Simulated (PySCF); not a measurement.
F2HOS, SMILES [OH+]=S(F)F, charge +1. Geometry: PBE-D3(BJ)/def2-SVP. The isomer is the one that the SMILES or the coordinates give; other isomers of the formula were not compared.

Computed equilibrium geometry at PBE-D3(BJ)/def2-SVP (PySCF confirms it by a frequency run) as Cartesian coordinates in Å, and its point group:
point group Cs.
```xyz
5

O      1.4361    -0.1673     0.0000
S      0.0127     0.4639     0.0000
F     -0.7352    -0.2735    -1.1828
F     -0.7352    -0.2735     1.1828
H      1.5421    -1.1613     0.0000
```
Charge +1, spin multiplicity 1.
